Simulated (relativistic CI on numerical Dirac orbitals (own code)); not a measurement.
# The 4f ions of charge 3+

These numbers are calculated, not measured: Dirac-Coulomb-Breit CI, separate exchange-only KLI orbitals for each configuration, QED by a radiative potential, valence Slater integrals scaled by 0.85 (own radial code, finite nucleus).

Each species is treated in one configuration, given outside its closed core, with all valence electrons in the open shell. Radial values are for the open shell of highest l, unscaled and averaged over j; ζ includes the Breit term. Labels give the leading LS character, summed over repeated terms.

| Ion | Configuration | Its lowest level | LS weight (%) | ζ (cm⁻¹) | Next level | E (cm⁻¹) | g_J | g√(J(J+1)) |
| --- | --- | --- | --- | --- | --- | --- | --- | --- |
| Ce3+ | 4f | ²F°5/2 | 100 | 607.8 | ²F°7/2 | 2139.1 | 0.856 | 2.53 |
| Pr3+ | 4f² | ³H4 | 97 | 730.1 | ³H5 | 2081.7 | 0.805 | 3.60 |
| Nd3+ | 4f³ | ⁴I°9/2 | 97 | 862.2 | ⁴I°11/2 | 1837.1 | 0.731 | 3.64 |
| Pm3+ | 4f⁴ | ⁵I4 | 97 | 1005 | ⁵I5 | 1456.3 | 0.604 | 2.70 |
| Sm3+ | 4f⁵ | ⁶H°5/2 | 96 | 1160 | ⁶H°7/2 | 1023.7 | 0.296 | 0.88 |
| Eu3+ | 4f⁶ | ⁷F0 | 93 | 1326 | ⁷F1 | 389.09 |  | 0.00 |
| Gd3+ | 4f⁷ | ⁸S°7/2 | 97 | 1506 | ⁶P°7/2 | 31710 | 1.992 | 7.91 |
| Tb3+ | 4f⁸ | ⁷F6 | 95 | 1700 | ⁷F5 | 2052.6 | 1.492 | 9.67 |
| Dy3+ | 4f⁹ | ⁶H°15/2 | 93 | 1909 | ⁶H°13/2 | 3487.7 | 1.323 | 10.56 |
| Ho3+ | 4f¹⁰ | ⁵I8 | 93 | 2133 | ⁵I7 | 5061.8 | 1.240 | 10.52 |
| Er3+ | 4f¹¹ | ⁴I°15/2 | 97 | 2373 | ⁴I°13/2 | 6432.8 | 1.195 | 9.54 |
| Tm3+ | 4f¹² | ³H6 | 99 | 2630 | ³F4 | 5679.6 | 1.164 | 7.55 |
| Yb3+ | 4f¹³ | ²F°7/2 | 100 | 2904 | ²F°5/2 | 10095 | 1.142 | 4.53 |

With one configuration, terms of near-neutral atoms and ions can be 10 to 25 % off, and close levels can change places.

At low charge ζ of a weakly bound d or f electron comes out too small.
